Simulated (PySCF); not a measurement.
## Substituent chemical shifts

Parent skeleton `[O:1]=[C:2]1[CH2:3][CH:4]=[CH:5][O:6]1`; one hydrogen on atom 4 is replaced by X. Hydrogens on one atom are averaged.

- shieldings: GIAO PBE0/pcSseg-1
- GFN2-xTB geometry
- program: PySCF 2.14
- one averaged value for each set of equivalent atoms, non-relativistic Hamiltonian, a single conformation, no solvent model

References, each an isolated molecule treated in the same way: H2O for 17O (336.08 ppm); 13C (186.93 ppm) and 1H (31.72 ppm) vs TMS.

Parent (X = H): O1 448.7, C2 179.8, C3 35.7, C4 112.3, C5 152.3, O6 278.4, H(C3) 3.11, H(C5) 6.92 ppm. Effects are Δδ = δ(X) − δ(H), positive for deshielding.

(1) Give Δδ (ppm) for X = COCH3, CH2OCH3, F.

(2) Which position responds most, and to which substituents?

Results:

(1) 
```
      X              SMILES     O1    C2    C3     C4     C5     O6  H(C3)  H(C5)
  COCH3  CC(=O)C1=COC(=O)C1  +11.4  -1.2  +0.5  +13.1   +7.7  +11.3  +0.15  +0.90
CH2OCH3     COCC1=COC(=O)C1   +1.2  +0.3  +1.9  +14.4   -5.3   -2.7  +0.06  -0.10
      F       O=C1CC(F)=CO1   +3.4  -7.0  -0.4  +45.7  -20.2  -26.3  +0.27  -0.13
```

(2) O6: from -26.3 ppm with F to +11.3 ppm with COCH3.

Unscaled 17O shifts of doubly bonded oxygen tend to come out too high, by tens of ppm or more. Experimental scales use liquid or dissolved standards, which lie at an offset from isolated H2O (liquid H2O: subtract about 36 ppm).
